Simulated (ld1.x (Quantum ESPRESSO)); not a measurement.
Before and after: TM potential for Si (Z = 14)

- Element: Si
- Generator: ld1.x (Quantum ESPRESSO) 7.5
- Type: norm-conserving Troullier–Martins (Kleinman–Bylander form)
- Functional: LDA (PZ)
- Relativity: scalar-relativistic
- Frozen core: [Ne]
- Valence charge: 4
- Reference configuration: 3s2 3p2
- Partial waves: 3s (bound): rc 1.30 bohr; 3p (bound): rc 2.15 bohr
- Local potential: all-electron potential smoothed inside 1.55 bohr (lloc = -2)
- Core correction: Bessel-smoothed model core, default radius (core density twice the valence density)

Change: core correction Bessel-smoothed model core inside 0.82 bohr.

Cutoffs: the cutoffs (Ry, on a coarse ladder) from which the occupation-weighted sum of valence levels, in a spherical-Bessel basis at the reference potential, stays within 10 and 1 mRy of its value at 400 Ry; they do not see the model core or the augmentation charge, which bear on the density cutoff. Errors are all-electron minus pseudo energies relative to the spin-unpolarised reference configuration.

Question: What does the change do?

Answer: The potential gets neither clearly harder nor softer (40 Ry and 90 Ry → 40 Ry and 90 Ry); the errors of the 9 common tests hardly move; neither file shows a bound ghost. The default core radius of the base comes out at 1.13 bohr. A model core, the more so a compact one, raises the density cutoff, which this test does not measure.

| quantity | base | changed |
| --- | --- | --- |
| cutoff, loose | 40 Ry | 40 Ry |
| cutoff, tight | 90 Ry | 90 Ry |
| bound ghosts | none | none |
| error for 3s2 3p1, meV [ΔE 7.83 eV] | +3.5 | +3.5 |
| error for 3s2 3p0, meV [ΔE 23.94 eV] | +27 | +27 |
| error for 3s1 3p0, meV [ΔE 58.09 eV] | +78 | +77 |
| error for 3s1 3p2, meV [ΔE 15.24 eV] | +3.0 | +2.8 |
| error for 3s2 3p2.3, meV [ΔE -0.96 eV] | +0.1 | +0.1 |
| error for 3s2 3p1.5, meV [ΔE 2.96 eV] | +0.5 | +0.5 |
| error for 3s0 3p4, meV [ΔE 13.78 eV] | -15 | -16 |
| error for 3s2 3p2 (spin-polarised), meV [ΔE -0.61 eV] | +5.7 | +5.6 |
| error for 3s2 3p1 (spin-polarised), meV [ΔE 7.62 eV] | +5.6 | +5.5 |
| s: phases at 2.35 bohr within 0.05 rad from the reference energy up to (Ry; the scan ends near 5) | 1.8 | 1.8 |
| p: phases at 2.35 bohr within 0.05 rad from the reference energy up to (Ry; the scan ends near 5) | 3.1 | 3.1 |
